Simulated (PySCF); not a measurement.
A geometry optimisation on `Fc1cccc2c1C=C2`.

Method: PBE0-D3(BJ)/def2-SVP geometry optimisation, gas phase (PySCF 2.14.0). Start geometry: GFN2-xTB. A driver script takes a list of jobs; this job's settings line and coordinates (Å) are shown.

Input:
```
{"job": {"xc": "PBE0", "basis": "def2-SVP", "d3": "d3bj", "grid": 2, "kind": "geom"}, "charge": 0, "multiplicity": 1}
F      0.632214     2.737600     0.211768
C      0.555647     1.393774     0.110716
C      1.762300     0.644535     0.077711
C      1.743458    -0.717288    -0.023468
C      0.528167    -1.453393    -0.100640
C     -0.601556    -0.714332    -0.067721
C     -0.603177     0.707227     0.038382
C     -2.107883     0.667839     0.010960
C     -2.108307    -0.670131    -0.090378
H      2.693601     1.185935     0.136609
H      2.677264    -1.258349    -0.046074
H      0.545750    -2.528982    -0.178144
H     -2.855918     1.434289     0.058878
H     -2.862238    -1.429198    -0.160767
```

Output:
```
step   0  E = -406.85481037  max force = 0.017629
step   1  E = -406.85666036  max force = 0.003116
step   2  E = -406.85668243  max force = 0.000876
step   3  E = -406.85668280  max force = 0.000336
optimisation converged
```

Energies in Eh; «max force» is the largest Cartesian gradient component in Eh/bohr.

Q: How much energy does the optimisation release, in kcal/mol?

A: E(step 0) − E(last step) = 0.001872 Eh, which is 1.2 kcal/mol.

Q: Give the first gradient maximum in eV/Å.

A: With 1 Eh/bohr = 51.422 eV/Å, 0.907 eV/Å.

In short: final energy -406.85668 Eh after 3 steps; dipole 1.53 D.

Q: How long does this job take on one thread, Arm Neoverse V2 (aarch64) (shared host)? And the peak memory of the process?

A: About 39 s, with 0.73 GiB resident at the peak, the Python interpreter and its libraries included.
Labels such as C1 count atoms from 1, the log's own numbers from 0.
